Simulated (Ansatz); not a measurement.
Molecule: MoH, charge 0, multiplicity 6. The spin state was set by rule; other spins were not relaxed. 
Coordinates optimised at B3LYP-D3(BJ)/def2-TZVP (Ansatz, a program for electronic structure):
```xyz
2

Mo     0.0000     0.0000    -0.0400
H      0.0000     0.0000     1.6801
```
Charge 0, spin multiplicity 6.

Basis-set convergence of Hartree-Fock and MP2 correlation energies (hartree) with Ansatz. Valence correlation only, unless marked. UHF or UKS for open shells. Spin-orbit coupling is left out. Frozen are the shells of the preceding noble gas and the d and f shells that filled before the atom's block. In def2 rows, elements after Kr have scalar-relativistic effective core potentials.

```csv
basis,functions,E(HF),"E(corr, MP2)"
def2-SVPD,42,-68.08893,-0.08191
def2-TZVPPD,73,-68.11152,-0.10986
def2-QZVPPD,114,-68.11325,-0.11609
```

Extrapolating the two largest sets (X = 3 and 4) as X^-3: E(corr) = (64·(-0.11609) - 27·(-0.10986))/37 = -0.1206 Eh, an estimate of the basis-set limit. The largest set recovers 96.2 % of it, the smallest 67.9 %.
